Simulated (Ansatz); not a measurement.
Energy needed to pull apart GeAsH5 (SMILES [GeH3][AsH2]), closed shell, into free ground-state atoms, from the structure below (displaced at random from a GFN2-xTB minimum); no zero-point or spin–orbit terms; open-shell atoms are treated unrestricted, in their ground-state multiplicity.

```
7
angstrom
Ge -0.3529 -0.5739 -0.4808
As 0.6414 1.4453 0.1237
H -0.5893 -1.5525 0.6686
H -1.7716 -0.3209 -1.0213
H 0.3285 -1.3548 -1.5381
H -0.1388 1.5723 1.4534
H 1.6405 0.7732 0.8349
```

Program: Ansatz 0.2.0. Basis: def2-TZVPP. Cores are frozen in the correlated methods. Filled d shells of the heavier atoms are correlated. The def2 sets are not built for correlating such inner shells, so the correlated values are less sure here.

```
   method  atomization energy (kcal/mol)
   PBE-D4                          400.3
  BLYP-D4                              ?
r2SCAN-D4                              ?
  PBE0-D4                          398.5
 HSE06-D4                          398.1
  wB97M-V                          403.3
       HF                          281.0
      MP2                          388.2
     CCSD                          395.4
  CCSD(T)                          399.8
```

(1) What does BLYP-D4 give? (An estimate is asked for; the value comes from the calculation.)

(2) What does r2SCAN-D4 give? (An estimate is asked for; the value comes from the calculation.)

T1 diagnostic: at most 0.012.

Results:

(1) By the calculation: 401.8 kcal/mol, which is about 2.0 kcal/mol more than CCSD(T)/def2-TZVPP.

(2) By the calculation: 406.5 kcal/mol, which is about 6.7 kcal/mol more than CCSD(T)/def2-TZVPP.

In triple zeta the MP2 and coupled-cluster atomization energies are still short of their basis limit by a few kcal/mol a bond, whereas those of the functionals are nearly converged, so these differences are not deviations from converged CCSD(T).

For scale, one of the runs: CCSD(T)/def2-TZVPP forces, 166 basis functions (an equivalent command: `ansatz run in.yaml --threads 4`). Time: 2.6 min of wall clock on 4 CPU threads; the host was shared. Peak host memory: 2.3 GiB.
